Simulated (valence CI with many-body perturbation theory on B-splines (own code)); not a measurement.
# Valence orbitals of Tb⁵⁰⁺

Calculated by configuration interaction combined with many-body perturbation theory (CI+MBPT): five valence electrons over a frozen Dirac-Fock core [Ne], radial functions for each j: 11 s, 11 p, 10 d, 8 f, 5 g, 2 h, with the one-electron correlation potential Σ1, the two-electron term Σ2, the three-electron term Σ3, Breit, model QED; selected CI, second order for the rest, scaled by the run's own slope (own B-spline code, finite nucleus).

The last digits are not significant, and no measured levels were compared; by estimate large intervals hold to a few tenths of a per cent, small ones and those within an open d or f shell to about a per cent. Among the levels kept, up to 3200 cm⁻¹ of a level comes from second order outside the variational space, and about a tenth of that is noise between levels of different J, which matters for small intervals.

These are the spectroscopic orbitals of the CI (the correlating ones are not listed), shaped by the core and the other valence electrons. h is the expectation value of the core's Dirac-Fock operator, without the valence repulsion; Σ1 is computed up to l = 3 at one energy for each symmetry, that of its lowest orbital but kept below the first core excitation, so for empty shells it is not the orbital's own correlation shift; Breit and QED include the response of the core, and the two lowest orbitals of each symmetry also the frequency dependence of Breit exchange, which makes a step in that column.

| Orbital | h (hartree) | Σ1 (cm⁻¹) | Breit (cm⁻¹) | QED (cm⁻¹) | ⟨r⟩ (bohr) |
| --- | --- | --- | --- | --- | --- |
| 3s1/2 | -191.87 | -6941 | 29063 | 23635 | 0.2190 |
| 4s1/2 | -104.37 | -2308 | 11152 | 9359 | 0.4074 |
| 5s1/2 | -65.443 | -1054 | 5306 | 4556 | 0.6561 |
| 6s1/2 | -44.831 | -575 | 2962 | 2560 | 0.9630 |
| 7s1/2 | -32.616 | -349 | 1821 | 1580 | 1.329 |
| 8s1/2 | -24.788 | -228 | 1199 | 1043 | 1.753 |
| 3p1/2 | -187.02 | -8987 | 48592 | 689 | 0.2069 |
| 4p1/2 | -102.34 | -2937 | 18777 | 289 | 0.3987 |
| 5p1/2 | -64.423 | -1347 | 9062 | 145 | 0.6501 |
| 6p1/2 | -44.248 | -736 | 5087 | 83.1 | 0.9599 |
| 7p1/2 | -32.252 | -448 | 3139 | 51.8 | 1.329 |
| 8p1/2 | -24.546 | -293 | 2073 | 34.5 | 1.755 |
| 3p3/2 | -179.46 | -7883 | 27744 | 2895 | 0.2169 |
| 4p3/2 | -99.253 | -2670 | 10723 | 1163 | 0.4120 |
| 5p3/2 | -62.873 | -1242 | 5612 | 577 | 0.6669 |
| 6p3/2 | -43.363 | -685 | 3161 | 328 | 0.9801 |
| 7p3/2 | -31.7 | -418 | 1956 | 204 | 1.352 |
| 8p3/2 | -24.179 | -275 | 1295 | 135 | 1.782 |
| 3d3/2 | -173.55 | -9775 | 22465 | -719 | 0.1863 |
| 4d3/2 | -96.969 | -2709 | 8011 | -233 | 0.3863 |
| 5d3/2 | -61.751 | -1206 | 3802 | -107 | 0.6447 |
| 6d3/2 | -42.727 | -653 | 2118 | -58.5 | 0.9616 |
| 7d3/2 | -31.305 | -396 | 1302 | -35.6 | 1.337 |
| 3d5/2 | -171.79 | -8816 | 10767 | 243 | 0.1893 |
| 4d5/2 | -96.213 | -2435 | 3800 | 151 | 0.3901 |
| 5d5/2 | -61.362 | -1085 | 1849 | 85.3 | 0.6493 |
| 6d5/2 | -42.502 | -589 | 1033 | 51.4 | 0.9671 |
| 7d5/2 | -31.163 | -358 | 637 | 33.1 | 1.344 |
| 4f5/2 | -94.966 | -2297 | 770 | -119 | 0.3413 |
| 5f5/2 | -60.737 | -1117 | 525 | -63.3 | 0.6035 |
| 6f5/2 | -42.146 | -630 | 328 | -37.1 | 0.9238 |
| 7f5/2 | -30.941 | -391 | 218 | -23.5 | 1.303 |
| 4f7/2 | -94.643 | -2196 | 215 | 51.8 | 0.3432 |
| 5f7/2 | -60.571 | -1064 | 146 | 23.7 | 0.6056 |
| 6f7/2 | -42.05 | -599 | 87.8 | 13.1 | 0.9263 |
| 7f7/2 | -30.881 | -371 | 58.4 | 8.0 | 1.306 |
| 5g7/2 | -60.414 |  | 16.3 | -27.5 | 0.5342 |
| 6g7/2 | -41.962 |  | 16.2 | -16.3 | 0.8557 |
| 7g7/2 | -30.826 |  | 12.7 | -10.4 | 1.236 |
| 5g9/2 | -60.318 |  | 2.9 | 20.7 | 0.5355 |
| 6g9/2 | -41.906 |  | 2.9 | 11.8 | 0.8572 |
| 7g9/2 | -30.79 |  | 2.2 | 7.4 | 1.238 |
| 6h9/2 | -41.877 |  |  |  | 0.7620 |
| 6h11/2 | -41.841 |  |  |  | 0.7630 |

Among the shells of the start configuration 3s2 3p3, Σ1 is largest in size for 3p1/2, where it is 0.022 % of h.

Lowest root of each symmetry, sizes in configuration state functions:

```
   J  Parity  Roots  Reference  Variational  Second order  Change by selected CI (cm⁻¹)  Change by second order (cm⁻¹)
 1/2    even     14         84        31995        664657                        -16472                           -526
 3/2    even     19        135        31997       1261692                        -19402                           -781
 5/2    even     17        147        31989       1655252                        -19234                          -1137
 7/2    even     11        118        31981       1687865                        -19077                          -1767
 9/2    even      6         80        31973       1430015                        -19996                          -1165
11/2    even      1         37        31998        393672                        -16882                           -581
13/2    even      1         15        31994        279934                        -20704                           -409
 1/2     odd     20         88        32000        644180                        -17233                           -615
 3/2     odd     30        145        31986       1354393                        -15883                          -1056
 5/2     odd     28        153        31998       1604868                        -15760                          -1743
 7/2     odd     21        129        31972       1806647                        -16200                          -2264
 9/2     odd     11         83        31989       1429932                        -16593                          -1413
11/2     odd      4         43        31999       1289965                        -18855                          -1046
```
